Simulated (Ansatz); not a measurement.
Job for Ansatz (an electronic-structure program): U-B3LYP/cc-pVTZ on BH3O (SMILES BO), a point of a bond scan (R = 0.953 Å).

Ansatz 0.2 input:
```yaml
crystal:
  periodic: [false, false, false]
  atoms:
    - {symbol: B, position_ang: [-0.44836328, -0.55342233, 0.06101432]}
    - {symbol: H, position_ang: [-0.36022741, -1.18070706, 0.77364393]}
    - {symbol: H, position_ang: [-1.30242775, -0.64193468, -0.77341615]}
    - {symbol: O, position_ang: [0.44517449, 0.45958125, 0.02792633]}
    - {symbol: H, position_ang: [0.32104168, 1.06992460, -0.70686739]}
basis:
  gaussian:
    orbitals: cc-pVTZ
hamiltonian:
  xc: {name: B3LYP}
magnetization: {spin_polarized: true, initial_magnetization: 0}
```

Program output:

```
WARN ansatz: RAYON_NUM_THREADS=2 ignored (pool sized by the plan → 2); use --threads N
Functional definition: B3LYP
integrals: 0.02 GiB planned
559 factors; their error is unknown
mean field: 0.29 GiB planned
mean field evaluation 1: about -2769.2574 eV, gradient 3.5e1 eV
mean field evaluation 2: about -2762.5420 eV, gradient 5.6e1 eV
mean field evaluation 4: about -2773.3728 eV, gradient 1.3e0 eV
mean field evaluation 8: about -2773.3749 eV, gradient 1.8e-1 eV
mean field -2773.37497038 eV, -101.9196503004 hartree, gradient 4.1e-5 eV, S^2 0.000000; 0 other end points of the search recorded, 0 dependent functions left out
reference -2773.37516170 eV, -101.9196573314 hartree; 8, 8 occupied and 94, 94 virtual orbitals, 559 factors
Total energy: -2773.37516170 eV, -101.9196573314 hartree
```

Self-consistency was reached.

Cost: roughly 1.2 core-seconds.
